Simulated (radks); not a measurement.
Values are calculated unless marked as measured or tabulated.
All-electron atom: Mn XII in [Ne] 3s2 3p2 (the NIST ground configuration). Code: a radial shooting solver on a logarithmic mesh with Libxc functionals. Model: Dirac Kohn-Sham, BLYP, spin-unpolarised, spherical densities, point nucleus; open shells fill j = l - 1/2 first. Some entries of the table are withheld. Estimate them.

| orbital | occ. | eigenvalue (hartree) | <r^2> (bohr^2) |
|---|---|---|---|
| 1s1/2 | 2 | -247.4099 | 0.004986 |
| 2s1/2 | 2 | -38.06308 | 0.09069 |
| 2p1/2 | 2 | -34.21814 | 0.07242 |
| 2p3/2 | 4 | -33.82828 | 0.07400 |
| 3s1/2 | 2 | (1) | 0.6276 |
| 3p1/2 | 2 | (2) | (3) |
| 3p3/2 | 0 | (4) | (5) |

Answer. 
(1) 3s1/2 eigenvalue (hartree): -12.09499
(2) 3p1/2 eigenvalue (hartree): -10.92412
(3) 3p1/2 <r^2> (bohr^2): 0.6323
(4) 3p3/2 eigenvalue (hartree): -10.85203
(5) 3p3/2 <r^2> (bohr^2): 0.6405
